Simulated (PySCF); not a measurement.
C4H7FO, SMILES CCO/C=C\F. Coordinates come from a B3LYP-D3(BJ)/def2-SVP optimisation. The structure was generated by enumeration; whether it is a known compound was not checked. Other conformers were not sampled.

Method: B3LYP-D3(BJ)/def2-SVP in PySCF.

Harmonic wavenumbers (cm⁻¹): 85, 94, 176, 258, 285, 426, 519, 740, 820, 838, 858, 900, 1011, 1059, 1132, 1170, 1193, 1294, 1341, 1379, 1403, 1434, 1455, 1476, 1498, 1767, 3030, 3040, 3079, 3129, 3130, 3194, 3225. Rotational constants (GHz): 7.526, 2.119, 1.689; symmetry number 1.

Q: Work out the zero-point energy and the ideal-gas rigid-rotor harmonic-oscillator thermochemistry at 298.15 K and 1 atm.

A: ZPE = ½ Σ hcν = ½ × 46439 cm⁻¹ = 66.39 kcal/mol. H − E(el) = 71.30 kcal/mol. Entropy in cal/(mol K): translation 39.41, rotation 26.88, vibration 15.76, total 82.05. G − E(el) = 46.84 kcal/mol. Cp = 25.06 cal/(mol K). Modes under 150 cm⁻¹ make the vibrational entropy uncertain.
